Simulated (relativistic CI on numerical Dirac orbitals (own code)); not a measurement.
# W⁶⁰⁺: sensitivity of the levels to the model

Base calculation: Dirac-Coulomb-Breit CI, separate exchange-only KLI orbitals for each configuration, model QED, unscaled Slater integrals.

CI space (outside the closed core [Ne]): 3s2 3p2, 3s2 3p 3d, 3s 3p3, 3s2 3d2, 3p4, 3s 3p2 3d, 3p2 3d2, 3s 3p 3d2, 3p3 3d, 3s2 3d 4s, 3s2 3d 4p, 3s 3p 3d 4s, 3p3 4s, 3s2 3p 4s, 3s 3p 3d 4p, 3p3 4p, 3s2 3p 4p, 3p2 3d 4s, 3s2 3p 4d, 3p2 3d 4p, 3s2 3p 4f, 3s 3p2 4s, 3s 3p2 4p, 3s 3p2 4d, 3s 3p2 4f, 3s2 4s2, 3s2 3p 5s, 3s2 3p 5p, 3s2 4s 4p, 3s2 3p 5d, 3s2 3p 5f, 3s2 3p 5g, 3s2 4p2, 3s 3p 4s2, 3s 3p2 5s, 3s 3p 4s 4p. Levels of other configurations are missing.

The lowest level and the first level of each name with at least 55 % of one term (blank where a level has no safe partner in the second run):

```
          Level  Base (eV)  Shift (eV)
   3s2 3p2 3P_0       0.00        0.00
   3s2 3p2 3P_1     347.86        0.00
   3s2 3p2 1D_2     357.29        0.00
3s2 3p 3d 3F°_2     568.34       +0.22
   3s2 3p2 3P_2     712.29        0.00
   3s2 3p2 1S_0     733.02        0.00
   3s 3p3 3D°_3     874.54       +0.20
   3s 3p3 3P°_0     886.21       +0.21
3s2 3p 3d 3P°_0     960.29       +0.22
3s2 3p 3d 3F°_4    1010.46       +0.23
3s2 3p 3d 3D°_3    1044.01       +0.23
3s2 3p 3d 1P°_1    1054.37       +0.23
 3s 3p2 3d 5D_0    1066.75       +0.40
 3s 3p2 3d 3P_0    1154.26       +0.38
```

At this charge energies of transitions that change n are usually good to better than 1 %, and those within a shell (Δn = 0) to a few per cent.

Problem. One thing was changed in a second run, which moved the levels as shown. Which?
A. Breit term removed
B. QED terms removed
C. configuration mixing switched off
D. one mean potential for all configurations
E. P86 correlation estimate
F. only the first 3 configurations

Solution. E. P86 correlation estimate. A correlation estimate moves all levels of a configuration together before mixing; mixed levels move by a weighted share.

LS names give the leading component of a level, which can be under half, so a name can repeat, a term be missing and a line seem to break the LS rules.
